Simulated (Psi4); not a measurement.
H4NSi, doublet, geometry from GFN2-xTB; MP2/6-31G** run with Psi4.

Here is a job for Psi4.
```
memory 2 GB

molecule {
0 2
  N     1.07284404   -0.47233394   -0.03757332
  Si   -0.46623376    0.17659403    0.02505938
  H     1.90814349    0.00985181   -0.32564380
  H    -0.91969709   -0.03779712    1.41254787
  H    -1.29533293   -0.71428448   -0.80899513
  H    -0.67574904    1.57625096   -0.36572701
}

set basis 6-31g**
set reference uhf

energy('mp2')
print_variables()
```

Task: Predict the main parts of the log of this Psi4 run.

Result: 
```
    SCF Algorithm Type (re)set to DF.

   => Loading Basis Set <=

    Name: 6-31G**
    Role: ORBITAL
    Keyword: BASIS

         ---------------------------------------------------------
                                   SCF
               by Justin Turney, Rob Parrish, Andy Simmonett
                          and Daniel G. A. Smith
                              UHF Reference
         ---------------------------------------------------------

  ==> Geometry <==

    Molecular point group: c1
    Full point group: C1

    Geometry (in Angstrom), charge = 0, multiplicity = 2:

       Center              X                  Y                   Z               Mass
    ------------   -----------------  -----------------  -----------------  -----------------
         N            1.051349274660    -0.454229224675    -0.039451928129    14.003074004430
         SI          -0.487728525340     0.194698745325     0.023180771871    27.976926534650
         H            1.886648724660     0.027956525325    -0.327522408129     1.007825032230
         H           -0.941191855340    -0.019692404675     1.410669261871     1.007825032230
         H           -1.316827695340    -0.696179764675    -0.810873738129     1.007825032230
         H           -0.697243805340     1.594355675325    -0.367605618129     1.007825032230

  Running in c1 symmetry.

  Rotational constants: A =      2.65970  B =      0.47821  C =      0.46810 [cm^-1]
  Rotational constants: A =  79735.68754  B =  14336.23069  C =  14033.33226 [MHz]
  Nuclear repulsion =   58.357503915446692

  Charge       = 0
  Multiplicity = 2
  Electrons    = 25
  Nalpha       = 13
  Nbeta        = 12

  ==> Algorithm <==

  SCF Algorithm Type is DF.
  DIIS enabled.
  MOM disabled.
  Fractional occupation disabled.
  Guess Type is SAD.
  Energy threshold   = 1.00e-08
  Density threshold  = 1.00e-08
  Integral threshold = 1.00e-12

  ==> Primary Basis <==

  Basis Set: 6-31G**
    Blend: 6-31G**
    Number of shells: 26
    Number of basis functions: 54
    Number of Cartesian functions: 54
    Spherical Harmonics?: false
    Max angular momentum: 2

   => Loading Basis Set <=

    Name: (6-31G** AUX)
    Role: JKFIT
    Keyword: DF_BASIS_SCF

  ==> Integral Setup <==

  SCF_SUBTYPE=INCORE selected. In-core MEM_DF algorithm will be used.
  Using in-core AOs.

  ==> MemDFJK: Density-Fitted J/K Matrices <==

    J tasked:                   Yes
    K tasked:                   Yes
    wK tasked:                   No
[...]
  @DF-UHF Final Energy:  -345.65255875810760
    Total Energy =                       -345.6525587581076024
[...]
 Magnitude           :                                                    0.7083233

 ------------------------------------------------------------------------------------

  //>>>>>>>>>>>>>>>>>>>>>>>>>>>>>>>>>>>//
  //               DFMP2               //
  //<<<<<<<<<<<<<<<<<<<<<<<<<<<<<<<<<<<//

   => Loading Basis Set <=

    Name: (6-31G** AUX)
    Role: RIFIT
    Keyword: DF_BASIS_MP2

	 --------------------------------------------------------
	                          DF-MP2
	      2nd-Order Density-Fitted Moller-Plesset Theory

	        Rob Parrish, Justin Turney, Andy Simmonett,
	           Ed Hohenstein, and C. David Sherrill
	 --------------------------------------------------------

	 --------------------------------------------------------
	                 NBF =    54, NAUX =   188
	 --------------------------------------------------------
	   CLASS    FOCC     OCC    AOCC    AVIR     VIR    FVIR
	   ALPHA       0      13      13      41      41       0
	    BETA       0      12      12      42      42       0
	 --------------------------------------------------------

	-----------------------------------------------------------
	 ==================> DF-MP2 Energies <====================
	-----------------------------------------------------------
	 Reference Energy          =    -345.6525587581076024 [Eh]
	 Singles Energy            =      -0.0000000000000000 [Eh]
	 Same-Spin Energy          =      -0.0497985144226596 [Eh]
	 Opposite-Spin Energy      =      -0.1984671088394887 [Eh]
	 Correlation Energy        =      -0.2482656232621483 [Eh]
	 Total Energy              =    -345.9008243813697732 [Eh]
	-----------------------------------------------------------
	 ================> DF-SCS-MP2 Energies <==================
	-----------------------------------------------------------
	 SCS Same-Spin Scale       =       0.3333333333333333 [-]
	 SCS Opposite-Spin Scale   =       1.2000000000000000 [-]
	 SCS Same-Spin Energy      =      -0.0165995048075532 [Eh]
	 SCS Opposite-Spin Energy  =      -0.2381605306073864 [Eh]
	 SCS Correlation Energy    =      -0.2547600354149396 [Eh]
	 SCS Total Energy          =    -345.9073187935225633 [Eh]
	-----------------------------------------------------------

  Variable Map:
  ----------------------------------------------------------------------------
[...]
  Array Variable Map:
  ----------------------------------------------------------------------------
[...]
[...]
```
